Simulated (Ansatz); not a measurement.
Proton affinity at O (heteroatom site), enthalpy at 298 K: 6 cases among organics with oxygen, in kcal/mol, species as SMILES. Positive where protonation releases energy; each at the best of the heteroatom sites tried, carbon not among them. Set-up: no spin-orbit coupling; LANL2DZ all-electron up to Ne; valence correlation only; 6-311+G** with 5d; non-relativistic; 6-31G* and kin with 6d, 5d where marked; dispersion terms only where a functional's name holds one. CBS marks a two-point X^-3 extrapolation of the correlation energy; Hartree-Fock from the larger set. [CCSD(T)-MP2]/basis is that difference in the basis named. Ab initio and DFT rows: single points at B3LYP-D3(BJ) geometries (Ansatz, a quantum-chemistry and plane-wave program), with unscaled harmonic terms from B3LYP/6-31G* (Ansatz) at its own minima.

Coupled cluster (Ansatz) is a level with limits of its own, used here on species with T1 under 0.025 (0.045 for open shells) and stable references: (a) RI-MP2/CBS(cc-pVTZ,cc-pVQZ)+[CCSD(T)-MP2]/cc-pVTZ; (b) CCSD(T)/CBS(cc-pVTZ,cc-pVQZ).

```
species                       atoms  coupled cluster  difference of B3LYP/6-31G* (Ansatz)  difference of HF/LANL2DZ (Ansatz)  difference of PBE/6-311+G** (Ansatz)  difference of B3LYP/3-21G (Ansatz)  difference of PBE/def2-TZVPD (Ansatz)  difference of wB97X-V/def2-TZVPD (Ansatz)
----------------------------  -----  ---------------  -----------------------------------  ---------------------------------  ------------------------------------  ----------------------------------  -------------------------------------  -----------------------------------------
C#CO, to C#C[OH2+]                5        148.2 (b)                                  0.7                                7.7                                  -2.9                                 9.8                                   -2.9                                       -0.5
COC(C)=O, to COC(C)=[OH+]        11        196.7 (a)                                  1.2                                0.5                                  -1.8                                 2.6                                   -0.4                                        1.2
C(C)CO, to CCC[OH2+]             12        187.4 (a)                                  2.5                                6.4                                  -0.8                                13.3                                   -1.2                                        0.1
CCCC=O, to CCCC=[OH+]            13        188.8 (a)                                  1.0                                0.6                                   0.2                                 0.5                                    1.3                                        1.9
CC(CO)C, to CC(C)C[OH2+]         15        188.1 (b)                                  2.6                                6.2                                  -0.5                                13.0                                   -0.8                                        0.4
C(CC(C)C)O, to CC(C)CC[OH2+]     18        189.1 (a)                                  2.7                                6.3                                  -0.6                                13.6                                   -0.9                                        0.2
```

| level | cases | mean signed difference | mean absolute difference | median absolute difference | largest absolute difference |
|---|---|---|---|---|---|
| B3LYP/6-31G* (Ansatz) | 6 | 1.78 | 1.78 | 1.85 | 2.7 |
| HF/LANL2DZ (Ansatz) | 6 | 4.62 | 4.62 | 6.25 | 7.7 |
| PBE/6-311+G** (Ansatz) | 6 | -1.07 | 1.13 | 0.70 | 2.9 |
| B3LYP/3-21G (Ansatz) | 6 | 8.80 | 8.80 | 11.40 | 13.6 |
| PBE/def2-TZVPD (Ansatz) | 6 | -0.82 | 1.25 | 1.05 | 2.9 |
| wB97X-V/def2-TZVPD (Ansatz) | 6 | 0.55 | 0.72 | 0.45 | 1.9 |

B3LYP/6-31G* lies above in 6 of 6 cases and within 2 kcal/mol in 3; mean signed difference 1.78 kcal/mol, mean absolute 1.78 kcal/mol (1.47 over the 3 cases of up to 12 atoms, 2.10 over the larger). These figures hold for the species listed.

How the rows were picked: cases drawn at random among the computed members of the class with clean coupled-cluster diagnostics. The batch they came from held 18 cases of this property in the class: 0 with a tabulated value, 18 with clean coupled cluster alone, 0 with neither, which enter no statistics. The levels are drawn from those run on every case listed, the commonest habits more often. No case is left out for the size of its miss. Left out are saddle points of the reference geometry, anions that the best level run finds unbound, excited spin states, species near biochemistry, 298 K rows of species without real B3LYP wavenumbers, cases with under five habitual levels, runs that failed or that the program found above a lower state of the same kind, table entries that another table contradicts, and a share of species set aside by lot.
